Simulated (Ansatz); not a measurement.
Geometry optimisation, RKS B3LYP/def2-SVP (Ansatz 0.2.0).

Input:

```yaml
crystal:
  periodic: [false, false, false]
  atoms:
    - { symbol: Ge, position_ang: [-0.122183, -0.134334, -0.002187] }
    - { symbol: O, position_ang: [-0.158978, -0.155661, 1.781022] }
    - { symbol: H, position_ang: [-1.045676, -0.304819, 2.138649] }
    - { symbol: H, position_ang: [1.337268, 0.067255, -0.383921] }
    - { symbol: O, position_ang: [-1.112734, 1.207505, -0.628187] }
    - { symbol: H, position_ang: [-2.00398, 0.939399, -0.887279] }
    - { symbol: H, position_ang: [-0.74814, -1.458353, -0.499791] }
    - { symbol: Cl, position_ang: [1.525897, 2.594886, 1.263082] }
    - { symbol: H, position_ang: [0.968027, 1.710722, 2.091311] }
basis:
  gaussian: { orbitals: def2-SVP }
hamiltonian:
  xc: b3lyp
relax:
  f_tol: 0.03
  max_steps: 50
```

Run as:

```bash
$ ansatz run input.yaml --threads 2 --pin off --max-ram 3072MiB --backend cpu --events-out ev --progress --plain --runs-dir out
```

Problem. Where does it end, and by what steps?

Solution. The forces met the threshold. After 13 steps the energy has fallen by 0.182 eV; Cl8 moved furthest, 0.98 Å.

```csv
step,energy less start (eV),largest force component (eV/Å),accepted
0,0.0000,0.784,yes
1,-0.0584,0.928,yes
2,-0.0978,0.651,yes
3,-0.1288,0.924,yes
4,-0.1662,0.113,yes
5,-0.1680,0.352,yes
6,-0.1669,0.352,no
7,-0.1773,0.046,yes
8,-0.1796,0.075,yes
9,-0.1802,0.077,yes
10,-0.1811,0.071,yes
11,-0.1813,0.063,yes
12,-0.1815,0.034,yes
13,-0.1817,0.008,yes
```

```xyz
9
Properties=species:S:1:pos:R:3
Ge -0.190 -0.175 -0.161
O -0.076 0.206 1.601
H -0.907 0.143 2.093
H 1.213 0.104 -0.687
O -1.292 0.963 -0.967
H -2.222 0.703 -0.948
H -0.718 -1.619 -0.304
Cl 1.824 2.582 2.192
H 1.009 1.560 2.053
```

Time of the run: 36 s on 2 threads of Arm Neoverse V2, on a shared host, peak memory 0.23 GiB.
